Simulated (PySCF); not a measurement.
Cartesian coordinates (Å):
```xyz
6

Zn     0.0164    -0.0032    -0.0111
C     -1.5649     0.1639     1.1084
H     -2.2892    -0.6560     0.9121
H     -2.0917     1.1253     0.9255
H     -1.3034     0.1267     2.1880
H      1.2768    -0.1356    -0.9035
```
Charge 0, spin multiplicity 1.

Q: Estimate the HOMO, charge on the central atom (Mulliken), HOMO–LUMO gap, LUMO and charge on the central atom (meta-Löwdin) that TPSSh-D3(BJ)/def2-TZVP // BP86-D3(BJ)/def2-SVP run with PySCF returns for this input.

A: 
| Quantity | Result |
|---|---|
| HOMO | -6.93 eV |
| charge on the central atom (Mulliken) | 0.24 e |
| HOMO–LUMO gap | 6.40 eV |
| LUMO | -0.53 eV |
| charge on the central atom (meta-Löwdin) | 0.96 e |
